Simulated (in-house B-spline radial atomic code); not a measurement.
A fraction x of an electron is removed from 3p in Cr VI (Cr5+), starting from [Ar] 3d1 and keeping the highest spin. Method: scalar-relativistic (X2C) PW91, spin-polarised, spherical fractional occupations, Fermi nucleus of rms radius 3.6452 fm. Calculated with an all-electron radial atomic-structure program (B-spline basis).

| x | E(x) - E(0) (eV) | 3p down level (eV) |
| --- | --- | --- |
| 0 | 0.0000 | -124.520 |
| 0.09 | 11.2969 | -126.523 |
| 0.24 | 30.5266 | -129.876 |
| 0.36 | 46.2734 | -132.571 |
| 0.39 | 50.2606 | -133.247 |
| 0.5 | ? | ? |
| 0.53 | 69.1363 | -136.408 |
| 0.66 | 87.0609 | -139.357 |
| 0.85 | 113.9497 | -143.687 |
| 0.95 | ? | ? |
| 1 | 135.7602 | -147.122 |

Task: What belongs in the row x = 0.5?

Result: An energy change of 65.0543 eV; 3p down at -135.730 eV.

Task: What belongs in the row x = 0.95?

Result: An energy change of 128.4328 eV; 3p down at -145.975 eV.

Task: Check Janak's theorem between x = 0.09 and 0.24.

Result: The slope of the energy is 128.20 eV; the orbital levels give 128.20 eV (-ε of the emptying orbital, averaged over the two points).
